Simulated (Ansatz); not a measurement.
A structure relaxed at PBE0-D4/def2-TZVP in Ansatz, charge 1, singlet:

```xyz
3

Mn   -0.125   -0.939   -0.470
O     0.474    0.655   -0.247
O    -0.349    0.284    0.716
```

**Question.** Give its formula and point group.

**Answer.** the cluster MnO₂⁺. Point group C2v (tolerance 0.1 Å).

**Question.** Summarise the bond lengths by kind (pairs closer than 1.2 times the sum of covalent radii, bridged metal pairs left out).

**Answer.** 2 × Mn–O 1.72 Å; 1 × O–O 1.32 Å. The metal has 2 neighbours: O 1.72 Å, O 1.72 Å.

The structure holds one bond between oxygen atoms, so isomers without such links may lie far lower. The restricted singlet is unstable: a solution with broken spin symmetry lies lower. At PBE0-D4/def2-TZVP a quintet of charge 1 lies 3.56 eV below the restricted singlet, each at its own geometry. That quintet is doubtful there (⟨S²⟩ 6.96, where a pure state has 6.00). The structure comes from a short search, and lower isomers may exist.
